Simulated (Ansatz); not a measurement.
Consider the redistribution: `[CH3][AlH][CH2]F` + `[OH][Al]([F])[O][SiH3]` → `F[CH2][AlH][O][SiH3]` + `[CH3][Al]([OH])[F]`.

Gas-phase electronic energies from Ansatz, PBE0-D4/def2-TZVP geometries. CCSD(T)/CBS is the MP2 limit (def2-TZVPP, def2-QZVPP) plus CCSD(T) − MP2 in def2-TZVPP, frozen cores. DFT in def2-TZVPP. Each species was taken in one conformer, which may not be the lowest.

Question: Is it downhill or uphill in electronic energy at CCSD(T)/CBS, and by how much? (An estimate is asked.)

Answer: The calculation gave: Downhill: ΔE = -4.7 kcal/mol.

Question: What do these levels give: r2SCAN-D4, PBE0-D4, SCS-MP2/def2-TZVPP, CCSD(T)/def2-TZVPP, HF/def2-QZVPP, CCSD/CBS(def2)? (An estimate is asked.)

Answer: The calculation gave: r2SCAN-D4 -5.2, PBE0-D4 -5.2, SCS-MP2/def2-TZVPP -4.7, CCSD(T)/def2-TZVPP -4.8, HF/def2-QZVPP -3.5, CCSD/CBS(def2) -4.5 kcal/mol.

Largest T1 diagnostic among the species: 0.012.

In def2-TZVPP, CCSD(T) changes the Hartree–Fock value by −1.1 kcal/mol (the triples alone add −0.3 kcal/mol) and MP2 by −1.2 kcal/mol.
